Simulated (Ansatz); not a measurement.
Total energies of Ga₉As₉H₂₈, a nanocrystal cut from zinc blende GaAs (hydrogen-capped) from Ansatz at BLYP-D4/def2-TZVP, gas phase (1 Eh = 27.2114 eV = 2625.5 kJ/mol). The reference geometry is relaxed at PBE-D4/def2-SVP.

```xyz
46

Ga   -0.230    4.504    1.386
Ga    2.604   -1.284    4.056
Ga    0.074   -3.971    1.450
Ga   -0.172    0.322    0.945
Ga    2.147    2.345   -1.463
Ga    2.208   -1.762   -1.073
Ga   -0.954    0.147   -3.030
Ga   -1.361    4.584   -2.574
Ga   -1.587   -4.144   -2.107
As    1.821    0.480    2.445
As   -1.524    2.290    1.564
As    0.484    4.154   -0.959
As   -1.180   -1.803    1.794
As    2.138   -3.396    2.763
As    0.577   -3.692   -0.917
As   -2.304    2.211   -2.724
As   -2.412   -1.761   -2.356
As    0.748    0.244   -1.279
H    -1.301    5.647    1.571
H     0.918    4.183    2.432
H     1.488   -1.295    5.174
H     4.153   -1.142    4.274
H    -0.705   -5.179    2.093
H     3.195    2.279   -0.271
H     2.565    2.446   -2.983
H     2.793   -1.670    0.415
H     3.131   -1.969   -2.333
H    -0.429   -0.037   -4.502
H    -2.527    5.427   -1.921
H    -0.796    4.800   -4.033
H    -2.576   -4.858   -1.101
H    -1.298   -4.601   -3.588
H     1.598    1.747    3.269
H     2.915    1.019    1.532
H    -2.105    1.967    2.940
H    -2.824    2.172    0.775
H     1.314    5.424   -1.159
H    -1.566   -1.579    3.254
H    -2.590   -1.940    1.231
H     2.231   -4.502    3.814
H     3.338   -3.815    1.929
H     1.380   -4.970   -1.165
H    -3.185    1.902   -1.514
H    -3.426    2.151   -3.760
H    -3.099   -1.304   -1.070
H    -3.670   -1.771   -3.224
```

```
                 state   geometry   energy (Eh)
      charge 0 singlet  reference  -37464.89298
      charge 1 doublet  reference  -37464.61969
     charge -1 doublet  reference  -37464.92653
free Ga atom (doublet)          –   -1924.88704
free As atom (quartet)          –   -2235.85661
 free H atom (doublet)          –      -0.49755
```

Single mean-field runs in def2-TZVP are fitted with def2-universal-jkfit.

**Question.** Work out the vertical ionisation energy to the doublet.

**Answer.** E(charge 1 doublet) − E(charge 0 singlet) = -37464.61969 − (-37464.89298) = 0.27329 Eh = 7.44 eV. For comparison, −ε of the highest occupied level is 5.76 eV at this level, 1.68 eV less.

**Question.** Work out the vertical electron affinity, to the doublet.

**Answer.** E(charge 0 singlet) − E(charge -1 doublet) = -37464.89298 − (-37464.92653) = 0.03355 Eh = 0.91 eV. The basis lacks diffuse functions, which makes affinities too small.

**Question.** Give the fundamental gap IE − EA, the Mulliken electronegativity (IE + EA)/2 and the hardness (IE − EA)/2.

**Answer.** From the values in Eh: IE − EA = 0.27329 − 0.03355 = 0.23974 Eh = 6.52 eV; (IE + EA)/2 = 4.17 eV; (IE − EA)/2 = 3.26 eV. The HOMO–LUMO gap of the same run is 3.54 eV, 2.98 eV smaller than the fundamental gap.

**Question.** What is the binding energy per atom against free atoms?

**Answer.** Atoms: 9 × (-1924.88704) + 9 × (-2235.85661) + 28 × (-0.49755) = -37460.62425 Eh. Binding: -37460.62425 − (-37464.89298) = 4.26873 Eh = 116.16 eV, or 2.53 eV for each of 46 atoms (no zero-point energy, no counterpoise term).

At BLYP-D4/def2-TZVP the gap within one spin of the charge 1 doublet nearly closes, so an electron or hole may be smeared out by delocalisation error. At BLYP-D4/def2-TZVP the gap within one spin of the charge -1 doublet nearly closes, so an electron or hole may be smeared out by delocalisation error. At BLYP-D4/def2-TZVP the highest occupied level of the charge -1 doublet lies above zero (up to 0.64 eV). By energy differences its removal costs 0.91 eV (vertical, to the charge 0 singlet, at BLYP-D4/def2-TZVP); self-interaction error and the lack of diffuse functions both raise the level.
